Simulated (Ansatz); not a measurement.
Start from `B[CH](Cl)[GaH][OH]` and change one atom or group to get `B[CH](Cl)[GaH2]`.

Ansatz, PBE0-D4/def2-TZVP geometries, multiplicity 1. Each molecule was computed in one conformer, which needn't be the lowest.

Scalar relativity is left out up to krypton.

| property | `B[CH](Cl)[GaH][OH]` |
| --- | --- |
| HOMO–LUMO gap (PBE0/def2-TZVPP) / eV | 6.82 |
| zero-point energy (PBE0-D4/def2-TZVP) / kJ/mol | 156.4 |
| size of the dipole moment (B3LYP/def2-TZVPP) / D | 1.58 |
| HOMO energy (PBE/def2-TZVPP) / eV | -6.75 |
| size of the dipole moment (ωB97M-V/def2-TZVPP) / D | 1.57 |
| HOMO–LUMO gap (ωB97M-V/def2-TZVPP) / eV | 10.78 |

Task: What does the change do to each property? (An estimate is asked.)

Result: Computed: 
```
                                          property  `B[CH](Cl)[GaH2]`  shift
              HOMO–LUMO gap (PBE0/def2-TZVPP) / eV               6.54  -0.28
    zero-point energy (PBE0-D4/def2-TZVP) / kJ/mol              137.7  -18.7
  size of the dipole moment (B3LYP/def2-TZVPP) / D               1.10  -0.48
                 HOMO energy (PBE/def2-TZVPP) / eV              -6.71   0.04
size of the dipole moment (ωB97M-V/def2-TZVPP) / D               1.13  -0.44
           HOMO–LUMO gap (ωB97M-V/def2-TZVPP) / eV              10.41  -0.37
```

The zero-point energy changes by -18.7 kJ/mol with -3 modes. Dipoles are sizes alone; their direction can turn.

B3LYP here is the variant with VWN-RPA as its local correlation; programs differ in this.
